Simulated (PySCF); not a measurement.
Working out the ionisation energy of Sb²⁺

Sb²⁺ [Kr] 4d10 5s2 5p1 (2P) → Sb³⁺ [Kr] 4d10 5s2 (1S). All numbers are calculated (PySCF 2.14, scalar relativity by spin-free X2C-1e, in x2c-TZVPall (8s6p4d2f, 60 functions)). Frozen: [Kr] 4d10. Energies in hartree (1 hartree = 27.21139 eV):

```csv
part,Sb²⁺ (lower),Sb³⁺ (upper)
UHF,-6477.048765,-6476.163171
MP2 opposite-spin,-0.031143,-0.025875
MP2 same-spin,-0.002197,0.000000
```

Q: What does Hartree-Fock give?

A: (-6476.163171) − (-6477.048765) = 0.885594 hartree = 24.098 eV.

Q: What do MP2 and SCS-MP2 (6/5 opposite-spin, 1/3 same-spin) give?

A: The opposite-spin parts differ by 0.143 eV and the same-spin parts by 0.060 eV. MP2: 24.098 + (0.143) + (0.060) = 24.301 eV. SCS-MP2: 24.098 + 1.2 × (0.143) + (0.060)/3 = 24.290 eV.

Reference: 25.323 eV (measured; NIST Atomic Spectra Database, ionization energies), between the lowest levels; spin-orbit coupling is absent from the calculation.

What remains against the reference includes basis incompleteness, the frozen core and correlation beyond second order.
